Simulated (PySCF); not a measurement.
Calculation: ωB97X-D3(BJ)/def2-TZVP // PBE0-D3(BJ)/def2-SVP in PySCF. Gas-phase values, no solvent. One relaxed conformer stands for a flexible species; it need not be the lowest. Excitations are Tamm–Dancoff values on a coarser integration grid. The basis has no diffuse functions, so Rydberg states are missing or too high.

Reference species (SMILES): `[SiH3][Si]([SiH2]Cl)([SiH3])[SiH3]` (Si–Si–Si–Cl torsion 59°) (neutral, multiplicity 1).

```json
{
 "HOMO–LUMO gap": "11.18 eV",
 "S1–T1 gap (TDA)": "0.63 eV"
}
```

Changed species: `F[SiH2][Si]([SiH3])([SiH3])[SiH3]` (F–Si–Si–Si torsion 180°) (one H of a SiH3 unit replaced by fluoro; the reference has one H of a SiH3 unit replaced by chloro).

**Question.** What does the change do to the HOMO–LUMO gap and S1–T1 gap (TDA)?

**Answer.** the HOMO–LUMO gap hardly moves; the S1–T1 gap (TDA) rises by 0.02 eV, to 0.65 eV.
